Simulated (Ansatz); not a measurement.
Job for Ansatz (a first-principles code): R-B3LYP/def2-TZVPP on CH6AlN (SMILES C[NH][AlH2]), a point of a torsion scan.

Ansatz 0.2 input:
```yaml
crystal:
  periodic: [false, false, false]
  atoms:
    - {symbol: C, position_ang: [-1.29852115, 0.26506035, 0.22068514]}
    - {symbol: N, position_ang: [-0.06334722, -0.49332074, 0.02460924]}
    - {symbol: Al, position_ang: [1.64702639, -0.01933069, -0.15133678]}
    - {symbol: H, position_ang: [-2.00296256, 0.10166310, -0.60091619]}
    - {symbol: H, position_ang: [-1.05445519, 1.32602632, 0.25794312]}
    - {symbol: H, position_ang: [-1.79131911, -0.00865395, 1.15880228]}
    - {symbol: H, position_ang: [-0.27967840, -1.48846609, -0.01195437]}
    - {symbol: H, position_ang: [2.71416776, -1.11276464, -0.34825073]}
    - {symbol: H, position_ang: [2.12307299, 1.44827111, -0.11635896]}
basis:
  gaussian:
    orbitals: def2-TZVPP
hamiltonian:
  xc: {name: B3LYP}
scf: {lower_state_search: off}
```

Program output:

```
WARN ansatz: RAYON_NUM_THREADS=1 ignored (pool sized by the plan → 1); use --threads N
Functional definition: B3LYP
these checks for a lower state are left out or cut short: stability, starts, cluster_reference, orbital_swaps, neighbouring_geometries, increment
integrals: 0.08 GiB planned
982 factors; their error is unknown
mean field: 0.79 GiB planned
mean field evaluation 1: about -9214.4993 eV, gradient 6.8e1 eV
mean field evaluation 2: about -9179.8589 eV, gradient 1.2e2 eV
mean field evaluation 4: about -9224.0756 eV, gradient 8.9e0 eV
mean field evaluation 8: about -9224.2431 eV, gradient 2.4e-1 eV
mean field evaluation 16: about -9224.2449 eV, gradient 2.3e-5 eV
mean field -9224.24485529 eV, -338.9847460142 hartree, gradient 6.0e-6 eV, S^2 0.000000; 0 other end points of the search recorded, 0 dependent functions left out
reference -9224.24513985 eV, -338.9847564717 hartree; 16, 16 occupied and 172, 172 virtual orbitals, 982 factors
Total energy: -9224.24513985 eV, -338.9847564717 hartree
Checks for a lower state left out: stability, starts, cluster_reference, orbital_swaps, neighbouring_geometries, increment
```

Self-consistency was reached.

Cost: around 2.2 core-seconds (rough).
